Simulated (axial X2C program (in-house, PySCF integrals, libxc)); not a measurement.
## Low determinants of ZrTe at the PBE0 level, with spin–orbit coupling

Computed with an in-house relativistic program for diatomic molecules. Two-component (2c) means X2C with spin–orbit coupling and atomic mean-field two-electron Coulomb and Gaunt terms. Basis: Te dyall-cv3z [11s12p8d4f1g], Zr dyall-cv3z [11s12p9d6f3g] (cores contracted in-house); Gaussian nuclei, density fitting, unrestricted open shells. Masses: Te 129.906 u, Zr 89.905 u.

Search at 2.550 Å (vertical energies from the lowest determinant):

```json
{"ΔE (eV)": "0.00", "state": "Ω = 1", "electrons beyond evenly filled partner blocks": "ω = -1/2, ω = 3/2", "electrons in ±ω = 1/2, 3/2, 5/2, 7/2": "59 27 6 0"}
{"ΔE (eV)": "0.08", "state": "Ω = 3", "electrons beyond evenly filled partner blocks": "ω = 1/2, ω = 5/2", "electrons in ±ω = 1/2, 3/2, 5/2, 7/2": "59 26 7 0"}
{"ΔE (eV)": "0.48", "state": "Ω = 0", "electrons beyond evenly filled partner blocks": "none", "electrons in ±ω = 1/2, 3/2, 5/2, 7/2": "60 26 6 0"}
{"ΔE (eV)": "0.60", "state": "Ω = 2", "electrons beyond evenly filled partner blocks": "ω = 1/2, ω = 3/2", "electrons in ±ω = 1/2, 3/2, 5/2, 7/2": "59 27 6 0"}
{"ΔE (eV)": "0.69", "state": "Ω = 2", "electrons beyond evenly filled partner blocks": "ω = -1/2, ω = 5/2", "electrons in ±ω = 1/2, 3/2, 5/2, 7/2": "59 26 7 0"}
{"ΔE (eV)": "0.85", "state": "Ω = 1", "electrons beyond evenly filled partner blocks": "ω = -3/2, ω = 5/2", "electrons in ±ω = 1/2, 3/2, 5/2, 7/2": "58 27 7 0"}
{"ΔE (eV)": "1.06", "state": "Ω = 1", "electrons beyond evenly filled partner blocks": "2 × ω = 1/2", "electrons in ±ω = 1/2, 3/2, 5/2, 7/2": "60 26 6 0"}
```

Lowest determinant, Ω = 1 (⟨Sz⟩ = -1.00, ⟨Lz⟩ = 2.00 at PBE0): Re = 2.536 Å, ωe = 291.1 cm⁻¹.

The determinant in row 2 of the search, Ω = 3 (⟨Sz⟩ = 1.00, ⟨Lz⟩ = 2.00 at PBE0), was followed along the bond at PBE0; measured from the minimum of the lowest determinant it gives:

Te = 0.079 eV (635 cm⁻¹), Re = 2.536 Å, ωe = 290.5 cm⁻¹.

(1) Compare the bond of the determinant in row 2 with that of the lowest one.

The search compares states at one distance, so a state with another bond length can lie lower; it is not exhaustive and yields mostly the lowest determinant of each block pattern, so other components and higher states of one pattern are missing. These are energies of single determinants, not of spin-adapted states; PBE0 term energies can be off by some tenths of an eV, and the functional has no current term. Open-shell Ω = 0 determinants with evenly filled partner blocks cannot be reached by this program, so the Ω shown need not be the lowest component. The lowest determinant need not be the ground state where others lie within half an eV.

Results:

(1) At PBE0 its Re is the same within 0.001 Å and its force constant, which goes as ωe², is 1.00 times that of the lowest determinant. T0 ≈ Te + Δωe/2 = 635 + (0) = 635 cm⁻¹.
